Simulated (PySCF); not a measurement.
CH₃Cl₃Si (SMILES C[Si](Cl)(Cl)Cl), singlet, at a GFN2-xTB geometry; PBE0/6-31G run with PySCF.

Input for PySCF:
```python
from pyscf import gto, scf, dft

mol = gto.Mole()
mol.atom = '''
    C    -2.085393   -0.430024    0.057358
    Si   -0.225654   -0.046532    0.006206
    Cl    0.680406   -1.195024   -1.390628
    Cl    0.067757    1.900728   -0.455550
    Cl    0.609762   -0.425689    1.808829
    H    -2.266306   -1.469266    0.317442
    H    -2.594686    0.186602    0.792742
    H    -2.552211   -0.245996   -0.906287
'''
mol.basis = '6-31g'
mol.charge = 0
mol.spin = 0
mol.verbose = 4
mol.build()

mf = dft.RKS(mol)
mf.xc = 'pbe0'
mf.kernel()
mf.analyze()
```

Question: Predict the main parts of the log of this PySCF run.

Answer: 
```
PySCF version 2.14.0

[INPUT] verbose = 4
[INPUT] num. atoms = 8
[INPUT] num. electrons = 74
[INPUT] charge = 0
[INPUT] spin (= nelec alpha-beta = 2S) = 0
[INPUT] symmetry False subgroup None
[INPUT] Mole.unit = angstrom
[INPUT] Symbol           X                Y                Z      unit          X                Y                Z       unit  Magmom
[INPUT]  1 C     -2.085393000000  -0.430024000000   0.057358000000 AA   -3.940821632085  -0.812627586990   0.108390911053 Bohr   0.0
[INPUT]  2 Si    -0.225654000000  -0.046532000000   0.006206000000 AA   -0.426424258913  -0.087932736028   0.011727640329 Bohr   0.0
[INPUT]  3 Cl     0.680406000000  -1.195024000000  -1.390628000000 AA    1.285780993511  -2.258268072282  -2.627906061152 Bohr   0.0
[INPUT]  4 Cl     0.067757000000   1.900728000000  -0.455550000000 AA    0.128042173022   3.591855357292  -0.860864736046 Bohr   0.0
[INPUT]  5 Cl     0.609762000000  -0.425689000000   1.808829000000 AA    1.152283181167  -0.804435624240   3.418191416171 Bohr   0.0
[INPUT]  6 H     -2.266306000000  -1.469266000000   0.317442000000 AA   -4.282697654459  -2.776510344135   0.599878440434 Bohr   0.0
[INPUT]  7 H     -2.594686000000   0.186602000000   0.792742000000 AA   -4.903245919243   0.352626674296   1.498065267440 Bohr   0.0
[INPUT]  8 H     -2.552211000000  -0.245996000000  -0.906287000000 AA   -4.822979802102  -0.464865067739  -1.712634220254 Bohr   0.0

nuclear repulsion = 440.805342727774
number of shells = 39
number of NR pGTOs = 218
number of NR cGTOs = 67
basis = 6-31g
ecp = {}

******** <class 'pyscf.dft.rks.RKS'> ********
method = RKS
initial guess = minao
damping factor = 0
level_shift factor = 0
DIIS = <class 'pyscf.scf.diis.CDIIS'>
diis_start_cycle = 1
diis_space = 8
diis_damp = 0
SCF conv_tol = 1e-09
SCF conv_tol_grad = None
SCF max_cycles = 50
direct_scf = True
direct_scf_tol = 1e-13
XC library pyscf.dft.libxc version 7.1.2
    S. Lehtola, C. Steigemann, M. J. T. Oliveira, and M. A. L. Marques,  SoftwareX 7, 1–5 (2018)
XC functionals = pbe0
    C. Adamo and V. Barone,  J. Chem. Phys. 110, 6158 (1999)
    M. Ernzerhof and G. E. Scuseria,  J. Chem. Phys. 110, 5029 (1999)
radial grids:
    Treutler-Ahlrichs [JCP 102, 346 (1995); DOI:10.1063/1.469408] (M4) radial grids

becke partition: Becke, JCP 88, 2547 (1988); DOI:10.1063/1.454033
pruning grids: <function nwchem_prune>
grids dens level: 3
symmetrized grids: False
atomic radii adjust function: <function treutler_atomic_radii_adjust>
small_rho_cutoff = 0
Set gradient conv threshold to 3.16228e-05
Initial guess from minao.
tot grids = 119368
init E= -1709.93824263124
  HOMO = -0.355160834657693  LUMO = -0.01485750092781  gap/eV = 9.26013
cycle= 1 E= -1709.25405648622  delta_E= 0.684  |g|= 0.488  |ddm|= 2.75
  HOMO = -0.331246501563094  LUMO = -0.0480090098565609  gap/eV = 7.70728
cycle= 2 E= -1709.25552095854  delta_E= -0.00146  |g|= 0.508  |ddm|= 1.78
  HOMO = -0.351004662216208  LUMO = -0.0181147742189549  gap/eV = 9.05840
cycle= 3 E= -1709.34339738354  delta_E= -0.0879  |g|= 0.00694  |ddm|= 0.887
  HOMO = -0.350337989372675  LUMO = -0.0166935072068379  gap/eV = 9.07893
cycle= 4 E= -1709.34340363223  delta_E= -6.25e-06  |g|= 0.0056  |ddm|= 0.0139
  HOMO = -0.350622760421663  LUMO = -0.0165217059377913  gap/eV = 9.09135
cycle= 5 E= -1709.34341209824  delta_E= -8.47e-06  |g|= 0.00101  |ddm|= 0.0081
  HOMO = -0.350593171260219  LUMO = -0.0165689754981362  gap/eV = 9.08926
cycle= 6 E= -1709.34341243848  delta_E= -3.4e-07  |g|= 3.14e-05  |ddm|= 0.00169
  HOMO = -0.350590177466899  LUMO = -0.0165647393034083  gap/eV = 9.08930
cycle= 7 E= -1709.34341243891  delta_E= -4.37e-10  |g|= 6.52e-06  |ddm|= 9.54e-05
  HOMO = -0.350592566236498  LUMO = -0.0165675567492474  gap/eV = 9.08928
Extra cycle  E= -1709.34341243892  delta_E= -1.05e-11  |g|= 3.89e-06  |ddm|= 2.01e-05
converged SCF energy = -1709.34341243892
**** SCF Summaries ****
Total Energy =                       -1709.343412438922542
Nuclear Repulsion Energy =             440.805342727774303
One-electron Energy =                -3237.587814177610653
Two-electron Energy =                 1087.439059010913979
Two-electron Coulomb Energy =         1199.204697568578013
DFT Exchange-Correlation Energy =     -111.765638557663934
HOMO-LUMO gap [eV] =                     9.089283473491751
**** MO energy ****
MO #1   energy= -101.720432325983  occ= 2
MO #2   energy= -101.720415612459  occ= 2
MO #3   energy= -101.720414842801  occ= 2
MO #4   energy= -66.3956182775677  occ= 2
MO #5   energy= -10.2609365599717  occ= 2
MO #6   energy= -9.55655672716859  occ= 2
MO #7   energy= -9.55652149728694  occ= 2
MO #8   energy= -9.55652050520966  occ= 2
MO #9   energy= -7.29031231087966  occ= 2
MO #10  energy= -7.29031092388147  occ= 2
MO #11  energy= -7.29030762161426  occ= 2
MO #12  energy= -7.28146184018937  occ= 2
MO #13  energy= -7.2814584998645   occ= 2
MO #14  energy= -7.28145660095584  occ= 2
MO #15  energy= -7.2813509015425   occ= 2
MO #16  energy= -7.2813366446758   occ= 2
MO #17  energy= -7.28133478453875  occ= 2
MO #18  energy= -5.48419309746239  occ= 2
MO #19  energy= -3.81824329926563  occ= 2
MO #20  energy= -3.81824274585222  occ= 2
MO #21  energy= -3.81360023214269  occ= 2
MO #22  energy= -0.93656584966353  occ= 2
MO #23  energy= -0.884185455138295 occ= 2
MO #24  energy= -0.884185180748878 occ= 2
MO #25  energy= -0.765806661713321 occ= 2
MO #26  energy= -0.57023417833807  occ= 2
MO #27  energy= -0.479538982634959 occ= 2
MO #28  energy= -0.479538597610653 occ= 2
MO #29  energy= -0.450444848400264 occ= 2
MO #30  energy= -0.439354857817866 occ= 2
MO #31  energy= -0.43935418400117  occ= 2
MO #32  energy= -0.381000078745512 occ= 2
MO #33  energy= -0.380999613716604 occ= 2
MO #34  energy= -0.361316205774534 occ= 2
MO #35  energy= -0.36131602708468  occ= 2
MO #36  energy= -0.351565465529492 occ= 2
MO #37  energy= -0.350592566236498 occ= 2
MO #38  energy= -0.0165675567492474 occ= 0
MO #39  energy= 0.0282646178575332 occ= 0
MO #40  energy= 0.0282655155985725 occ= 0
MO #41  energy= 0.0685114456697697 occ= 0
MO #42  energy= 0.119924217797807  occ= 0
MO #43  energy= 0.136208894115156  occ= 0
MO #44  energy= 0.136209106981998  occ= 0
MO #45  energy= 0.202261364767663  occ= 0
 ** Mulliken pop on meta-lowdin orthogonal AOs  **
 ** Mulliken pop  **
 ** Mulliken atomic charges  **
charge of    0C =     -0.57381
charge of    1Si =      0.81175
charge of    2Cl =     -0.23133
charge of    3Cl =     -0.23133
charge of    4Cl =     -0.23133
charge of    5H =      0.15201
charge of    6H =      0.15201
charge of    7H =      0.15201
Dipole moment(X, Y, Z, Debye): -2.77582, -0.57238,  0.07634
```
